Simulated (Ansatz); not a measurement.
```yaml
crystal:
  periodic: [false, false, false]
  atoms:
    - {symbol: Ba, position_ang: [-0.317832, 1.029394, 1.748770]}
    - {symbol: Ba, position_ang: [0.107456, -0.803713, -1.850567]}
    - {symbol: O, position_ang: [0.226572, -0.310274, 0.201711]}
basis:
  gaussian: {orbitals: def2-mTZVPP}
total_charge: 1
magnetization: {spin_polarized: true, initial_magnetization: 1}
hamiltonian: {xc: {name: RPBE}}
scf: {omitted_lower_state_checks: [starts]}
```

```sh
$ ansatz run in.yaml --threads 4 --pin off --events-out ev --progress --plain --max-ram 3916MiB
```

Output, abridged:

```
Functional definition: RPBE
835 factors; their error is unknown
mean field evaluation 1: about -3387.6896 eV, gradient 1.1e2 eV
mean field evaluation 2: about -2949.1812 eV, gradient 1.5e2 eV
mean field evaluation 4: about -3352.3932 eV, gradient 1.5e2 eV
mean field evaluation 8: about -3434.9113 eV, gradient 1.6e0 eV
mean field -3434.94390370 eV, -126.2318601725 hartree, gradient 1.8e-5 eV, S^2 0.750252; 0 other end points of the search recorded, 0 dependent functions left out
reference -3434.94395485 eV, -126.2318620519 hartree; 14, 13 occupied and 76, 77 virtual orbitals, 835 factors
Total energy: -3434.94395485 eV, -126.2318620519 hartree
Checks for a lower state left out: starts
```

It took 2 s on 4 threads of Arm Neoverse V1 on a shared host.

In the def2 sets Ba takes a core potential; there is no spin–orbit coupling.
